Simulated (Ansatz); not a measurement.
Reactions of ClH$_{2}$InOS (`[OH][In]([SH])[Cl]`).

Gas-phase electronic energies from Ansatz, PBE0-D4/def2-TZVP geometries. CBS: MP2 limit from def2 TZ/QZ plus the TZ coupled-cluster correction, frozen cores. This one scheme is used for every species, atoms too. No spin–orbit coupling; open shells (•) take unrestricted orbitals. Spin–orbit coupling would lower the free atoms: a little for Cl. Elements past krypton have def2 core potentials. Bonds to Br, In are less sure, by a few kJ/mol each and by 10 to 20 or more in all where they break to atoms, as the def2 sets lack core-valence functions. Scalar relativity is left out up to krypton. One conformer a species, not always the lowest.

Problem. Order these by ΔE at CCSD(T)/CBS, lowest first. (An estimate is asked.)
A. `[OH][In]([SH])[Cl]` + HBr → `[OH][In]([SH])[Br]` + HCl
B. `[OH][In]([SH])[Cl]` + H₂S → `[SH][In]([SH])[Cl]` + H₂O
C. `[OH][In]([SH])[Cl]` → `[SH][In][Cl]`• + `[OH]`•
D. `[OH][In]([SH])[Cl]` + H–F → `[OH][In]([F])[SH]` + HCl
E. `[OH][In]([SH])[Cl]` + `CNC` → `C[N](C)[In]([SH])[Cl]` + H₂O
F. `[OH][In]([SH])[Cl]` + H₂O → `[OH][In]([OH])[Cl]` + H₂S
G. `[OH][In]([SH])[Cl]` → Cl• + `[OH][In][SH]`•
H. `[OH][In]([SH])[Cl]` + `O[SiH3]` → `[OH][In]([Cl])[O][SiH3]` + H₂S

Solution. B (-64.5 kJ/mol), A (-20.8 kJ/mol), E (+9.7 kJ/mol), H (+51.7 kJ/mol), D (+60.9 kJ/mol), F (+70.0 kJ/mol), C (+375.5 kJ/mol), G (+391.1 kJ/mol).

Largest T1 diagnostic: 0.020, for `[OH][In][SH]`•.
